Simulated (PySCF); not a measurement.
# Stationary points of TeCl₃⁻

These are results of PBE0/[Te def2-SVPD with ECP28, Cl def2-SVPD], scalar-relativistic core potentials, density fitting, no spin–orbit coupling, PySCF, not measurements.

Relaxations began from a few typed shapes. The search is not exhaustive: other isomers or separated fragments can lie lower, and high-lying points may rest on an excited occupation.

Task: Order these stationary points by electronic energy, lowest first, in kJ/mol from the lowest minimum.
A. singlet Cs: Te–Cl 2.396 Å, Te–Cl 2.716 Å (×2); Cl–Te–Cl 74.0°, Cl–Te–Cl 99.3° (×2)
B. singlet C2v: Te–Cl 2.414 Å, Te–Cl 2.588 Å (×2); Cl–Te–Cl 92.8° (×2), Cl–Te–Cl 174.4°
C. singlet D3h: Te–Cl 2.561 Å (×3); Cl–Te–Cl 120.0° (×3)

Result: B (0.0), C (8.7), A (204.9).

Task: Which of them are minima?

Result: By energy in kJ/mol, 0.0: minimum; 8.7: not settled, its softest mode being under 30 cm⁻¹; 204.9: saddle point, 2 imaginary modes.

Counting electrons, tellurium keeps 4 of its valence electrons outside its bonds, so the VSEPR class is AX3E2 and the expected shape is T-shaped (C2v), as computed.

For the lowest minimum: the lowest empty level of this anion is unbound, so it and the gap depend on the basis.
